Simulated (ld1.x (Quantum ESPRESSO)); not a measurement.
# What the settings do to the TM potential of Cl

Base potential:

- Element: chlorine
- Generator: ld1.x (Quantum ESPRESSO) 7.5
- Type: norm-conserving Troullier–Martins (Kleinman–Bylander form)
- Functional: LDA (PZ)
- Relativity: scalar-relativistic
- Frozen core: [Ne]
- Valence charge: 7
- Reference configuration: 3s2 3p5
- Partial waves: 3p (bound): rc 1.35 bohr; 3s (bound): rc 1.35 bohr
- Local potential: the s channel
- Core correction: a·sin(br)/r model core inside 1.00 bohr

All-electron outer shells of the reference configuration (LDA (PZ), scalar-relativistic, ld1.x):

| shell | level (eV) | outermost node (bohr) | outermost maximum (bohr) |
| --- | --- | --- | --- |
| 2s | -251.73 | 0.12 | 0.36 |
| 2p | -191.63 | – | 0.30 |
| 3s | -20.69 | 0.56 | 1.27 |
| 3p | -8.70 | 0.53 | 1.43 |

Cutoffs, loose and tight: the cutoffs (Ry, on a coarse ladder) from which the occupation-weighted sum of valence levels, in a spherical-Bessel basis at the reference potential, stays within 10 and 1 mRy of its value at 400 Ry. They do not see the model core or the augmentation charge, which bear on the density cutoff. Test errors are all-electron minus pseudo excitation energies from the reference, over the configurations 3s2 3p4; 3s2 3p3; 3s2 3p2; 3s1 3p6; 3s2 3p4.5; 3s2 3p1; 3s1 3p5 (two spin-polarised tests are not counted in the largest error). A dash means not determined; rows that change the core or the reference have their own tests.

```csv
change,outcome,"cutoff, loose","cutoff, tight",bound ghosts,largest test error (meV)
base,generated,50 Ry,80 Ry,none,+234
wave 3p (bound): rc 1.35 bohr becomes 3p (bound): rc 1.00 bohr,generated,120 Ry,200 Ry,none,+192
wave 3s (bound): rc 1.35 bohr becomes 3s (bound): rc 1.16 bohr,generated,50 Ry,100 Ry,none,+237
local potential all-electron potential smoothed inside 1.20 bohr (lloc = -2),generated,50 Ry,80 Ry,none,+266
core correction a·sin(br)/r model core inside 1.22 bohr,generated,50 Ry,80 Ry,none,+276
"type ultrasoft; waves now 3s (bound): rcut 1.15, rcutus 1.35 bohr; 3s channel at 0.15 Ry: rcut 1.15, rcutus 1.35 bohr; 3p (bound): rcut 1.15, rcutus 1.35 bohr; 3p channel at 0.3 Ry: rcut 1.15, rcutus 1.35 bohr; local potential all-electron potential smoothed inside 1.10 bohr (lloc = -2); augmentation built from norm-conserving waves at rcut, not smoothed further",generated,25 Ry,45 Ry,none,+144
reference 3s2 3p4.5,generated,50 Ry,80 Ry,none,+211
reference 3s2 3p4,generated,50 Ry,80 Ry,none,+58
```

**Question.** What comes out with this change to the base: all radii but the core radius scaled by about 1.21 (s 1.64, p 1.64 bohr)?

**Answer.** outcome: generated; cutoff, loose: 40 Ry; cutoff, tight: 55 Ry; bound ghosts: none; largest test error (meV): +323.
